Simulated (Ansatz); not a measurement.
`BN=C=N` + `O[SiH2][GeH2][F]` → `BO[SiH2][GeH2][F]` + `N=C=N`  (ligand exchange at a B–N bond)

Computed with Ansatz on PBE0-D4/def2-TZVP structures; ΔE is electronic, products minus reactants. CCSD(T)/CBS adds triple-zeta CCSD(T) − MP2 to the extrapolated MP2 energy (def2 sets, frozen cores). This one scheme is used for every species. Functionals use def2-TZVPP. For Ge outer-core shells are correlated without core-valence functions, which leaves a few kJ/mol of doubt a bond. Scalar relativity is left out up to krypton. One conformer a species, not always the lowest.

Problem. Is it downhill or uphill in electronic energy at CCSD(T)/CBS, and by how much? (Estimate.)

Solution. The calculation gave: Downhill: ΔE = -20.0 kJ/mol.

Problem. What do these levels give: PBE0-D4, B2PLYP, r2SCAN, PBE0, SCS-MP2/def2-TZVPP, MP2/CBS(def2)? (An estimate is asked.)

Solution. Computed: PBE0-D4 -11.4, B2PLYP -16.7, r2SCAN -10.6, PBE0 -10.3, SCS-MP2/def2-TZVPP -22.9, MP2/CBS(def2) -15.7 kJ/mol.

Largest T1 diagnostic among the species: 0.017.

In def2-TZVPP, CCSD(T) changes the Hartree–Fock value by +5.3 kJ/mol (the triples alone add +1.3 kJ/mol) and MP2 by +9.5 kJ/mol. From PBE to PBE0 (25 % exact exchange), in def2-TZVPP and without D4, ΔE moves by −4.0 kJ/mol.
